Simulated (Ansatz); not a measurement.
Basis-set extrapolation for C2H7BS (`CB(C)S`) (PBE0-D4/def2-TZVP geometry, frozen core, Ansatz). Multiplicity 1, RHF reference.

|  | def2-TZVPP | def2-QZVPP |
| --- | --- | --- |
| HF | -502.126170 | -502.142214 |
| MP2 correlation | -0.637038 | -0.681225 |
| CCSD(T) correlation | -0.717842 | not run |

Energies in hartree. Use E(X) = E(∞) + A·exp(−7.88·√X) for Hartree–Fock and E(X) = E(∞) + B·X^(−2.97) for correlation, with X = 3 and 4, and add CCSD(T) minus MP2 of the smaller set to the MP2 limit.

Task: What is the CCSD(T) energy at the basis-set limit?

Result: HF limit: -502.142214 + (-0.016044) × 0.13774 = -502.14442. MP2 limit: -0.681225 + (-0.044187) × 0.74074 = -0.71396. Higher-order term: -0.717842 − (-0.637038) = -0.08080. Total: -502.93918 hartree, 249.9 kJ/mol below CCSD(T)/def2-TZVPP.
